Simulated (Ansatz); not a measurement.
Start from `[OH][GeH2][O][SiH](O)O` and change one atom or group to get `O[SiH2]O[SiH](O)O`.

Ansatz, PBE0-D4/def2-TZVP geometries, multiplicity 1. Each molecule was computed in one conformer, which needn't be the lowest.

Scalar relativity is left out up to krypton.

```csv
property,`[OH][GeH2][O][SiH](O)O`
size of the dipole moment (B3LYP/def2-TZVPP) / D,2.48
HOMO energy (ωB97M-V/def2-TZVPP) / eV,-10.81
HOMO–LUMO gap (B3LYP/def2-TZVPP) / eV,8.42
HOMO energy (PBE/def2-TZVPP) / eV,-6.86
HOMO energy (PBE0/def2-TZVPP) / eV,-8.45
LUMO energy (B3LYP/def2-TZVPP) / eV,0.21
```

Problem. Give the same properties after the change, and the shifts. (Best estimate.)

Solution. Ansatz gave: 
```json
{"property": "size of the dipole moment (B3LYP/def2-TZVPP) / D", "`O[SiH2]O[SiH](O)O`": "3.32", "shift": "0.84"}
{"property": "HOMO energy (ωB97M-V/def2-TZVPP) / eV", "`O[SiH2]O[SiH](O)O`": "-11.10", "shift": "-0.29"}
{"property": "HOMO–LUMO gap (B3LYP/def2-TZVPP) / eV", "`O[SiH2]O[SiH](O)O`": "8.44", "shift": "0.02"}
{"property": "HOMO energy (PBE/def2-TZVPP) / eV", "`O[SiH2]O[SiH](O)O`": "-7.33", "shift": "-0.47"}
{"property": "HOMO energy (PBE0/def2-TZVPP) / eV", "`O[SiH2]O[SiH](O)O`": "-8.80", "shift": "-0.35"}
{"property": "LUMO energy (B3LYP/def2-TZVPP) / eV", "`O[SiH2]O[SiH](O)O`": "-0.17", "shift": "-0.38"}
```

With PBE0 the HOMO falls by 0.35 eV and the LUMO falls by 0.42 eV, so the gap narrows by about 0.07 eV. PBE moves the HOMO by -0.47 eV and ωB97M-V by -0.29 eV. Dipoles are sizes alone; their direction can turn.

B3LYP here is the variant with VWN-RPA as its local correlation; programs differ in this.
